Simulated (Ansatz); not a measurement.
The first iterations of a band of BrH + FH4NO2Zr (11 atoms, charge 0, multiplicity 1).

Level of theory: Ansatz, RHF/def2-SVP.

- movable images: 8
- climbing image: no
- spring: 5.0 eV/Å²
- optimiser: quadratic models (default)
- start path: through a guess of the saddle point
- force threshold: 0.05 eV/Å
- iteration limit: 60
- end points: relaxed

Image 0:

```xyz
11
Properties=species:S:1:pos:R:3
Zr -0.107 -0.179 -0.515
F 0.417 0.513 1.236
O 1.505 -0.508 -1.511
H 2.289 -0.578 -2.024
O -1.317 1.094 -1.299
H -1.831 1.762 -1.714
N -1.096 -1.953 -0.288
H -2.090 -2.065 -0.179
H -0.677 -2.867 -0.284
Br 1.728 2.520 3.667
H 1.155 1.625 2.733
```

Image 9:

```xyz
11
Properties=species:S:1:pos:R:3
Zr 0.342 0.111 -0.264
F -1.114 0.696 1.763
O 1.595 -0.472 -1.580
H 2.231 -0.609 -2.259
O -0.776 1.443 -1.082
H -1.421 2.000 -1.479
N -0.583 -1.648 0.183
H -1.376 -1.767 0.789
H -0.351 -2.535 -0.230
Br 1.932 1.117 1.626
H -0.505 1.031 2.357
```

| iteration | highest image above the first end (eV) | largest band force component (eV/Å) |
| --- | --- | --- |
| 1 | 4.389 | 15.393 |
| 2 | 1.811 | 1.619 |
| 3 | 1.300 | 1.329 |
| 4 | 1.121 | 1.908 |
| 5 | 0.904 | 0.644 |
| 6 | 0.895 | 0.568 |
| 7 | 0.850 | 1.672 |
| 8 | 0.798 | 0.724 |
| 9 | 0.786 | 1.334 |
| 10 | 0.730 | 1.069 |
| 11 | 0.759 | 0.547 |
| 12 | 0.752 | 1.871 |
| 13 | 0.724 | 0.232 |
| 14 | 0.736 | 0.561 |
| 15 | 0.697 | 0.194 |

**Question.** Does the band converge within its limit, and where does its top end?

**Answer.** It converged. It ended after 46 iterations with the highest image 0.433 eV above the first end. No image climbed, so the highest image needn't sit at the top of the path. The orbitals stay closed-shell, which can raise the energy where a bond breaks towards radicals; this wasn't checked here.

The run took 14 min on 4 threads of Arm Neoverse V1, on a shared host, peak memory 0.45 GiB.
